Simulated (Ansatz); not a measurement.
Computed with Ansatz on PBE0-D4/def2-TZVP structures; ΔE is electronic, products minus reactants. CCSD(T)/CBS adds triple-zeta CCSD(T) − MP2 to the extrapolated MP2 energy (def2 sets, frozen cores). This one scheme is used for every species. Each species was taken in one conformer, which may not be the lowest.

Reaction (ligand exchange at a B–O bond): `[SiH3]OB(O[SiH3])O[SiH3]` + H₂S → `[SiH3]OB(S)O[SiH3]` + `O[SiH3]`

`[SiH3]OB(O[SiH3])O[SiH3]`:

```xyz
16

Si    0.034   -2.044   -1.806
O     0.517   -1.162   -0.491
B     0.000    0.000    0.001
O    -1.065    0.587   -0.616
Si   -1.864    1.981   -0.217
O     0.548    0.574    1.110
Si    1.830    0.063    2.023
H    -1.366   -2.504   -1.636
H     0.943   -3.211   -1.881
H     0.149   -1.234   -3.044
H    -0.936    3.138   -0.254
H    -2.468    1.864    1.133
H    -2.929    2.155   -1.232
H     1.551   -1.272    2.607
H     1.995    1.062    3.105
H     3.062    0.004    1.198
```

H₂S:

```xyz
3

S    -0.344    0.305    0.416
H     0.967    0.280    0.134
H    -0.623   -0.584   -0.549
```

`[SiH3]OB(S)O[SiH3]`:

```xyz
13

Si   -1.129   -0.533   -1.723
O     0.450   -0.500   -1.271
B     1.251   -0.356   -0.185
S     2.989   -0.852   -0.404
O     0.830    0.125    1.013
Si   -0.463    0.898    1.677
H    -1.993   -0.832   -0.550
H    -1.286   -1.596   -2.742
H    -1.506    0.782   -2.297
H     3.370   -0.530    0.841
H     0.058    1.858    2.677
H    -1.348   -0.093    2.336
H    -1.222    1.628    0.627
```

`O[SiH3]`:

Cartesian coordinates in Å:
```
O 0.814 -0.889 -0.435
Si -0.126 0.370 0.061
H 0.511 -1.777 -0.242
H -1.480 0.323 -0.557
H 0.581 1.598 -0.367
H -0.300 0.376 1.540
```

```json
{"level": "HF/def2-TZVPP", "ΔE (kcal/mol)": "23.7"}
{"level": "CCSD/CBS(def2)", "ΔE (kcal/mol)": "20.0"}
```

Problem. What does CCSD(T)/CBS give? (An estimate is asked.)

Solution. Ansatz gave: +19.2 kcal/mol. The listed levels differ from it by 4.5, 0.8 kcal/mol.

Largest T1 diagnostic among the species: 0.013.

From PBE to PBE0 (25 % exact exchange), in def2-TZVPP and without D4, ΔE moves by +1.3 kcal/mol. In def2-TZVPP, CCSD(T) changes the Hartree–Fock value by −3.5 kcal/mol (the triples alone add −0.8 kcal/mol) and MP2 by −4.9 kcal/mol.
